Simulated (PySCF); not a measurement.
AlCl2H3N, SMILES [NH3]->[Al+]([Cl])[Cl] (connectivity only; charge and spin as stated), charge +1, multiplicity 1. Atoms are numbered in the order given.

```xyz
7

Al    -0.0010    -0.0627    -0.0167
Cl     1.3085     0.9859    -1.1710
Cl    -1.3187     0.2871     1.4964
N      0.0181    -1.9678    -0.4997
H     -0.5184    -2.1605    -1.3582
H     -0.3894    -2.5696     0.2296
H      0.9670    -2.3213    -0.6876
```
Charge +1, spin multiplicity 1.

Coordinates come from a ωB97X-D3(BJ)/def2-SVP optimisation. The spin state was assumed, not searched. The isomer is the one that the SMILES or the coordinates give; other isomers of the formula were not compared.

Computed with PBE/pcSseg-1 (PySCF).

GIAO shieldings, no solvent; atoms listed in one row are averaged. δ = σ(ref) − σ: ³⁵Cl against HCl (σ = 936.5 ppm); ¹⁵N against NH3 (σ = 267.0 ppm); ¹H against TMS (σ = 31.49 ppm), references at their B3LYP-D3(BJ)/def2-TZVP geometries, non-relativistic (without spin–orbit terms, shifts of atoms bonded to Cl or Br come out too high).

Question: Estimate the chemical shifts. (The exact figures need the calculation; the answer reports its results.)

Answer: 
```
nucleus       atoms  count  δ (ppm)
-------  ----------  -----  -------
³⁵Cl            Cl3      1     65.6
³⁵Cl            Cl2      1     61.8
¹⁵N              N4      1     42.3
¹H       H5, H6, H7      3     3.46
```
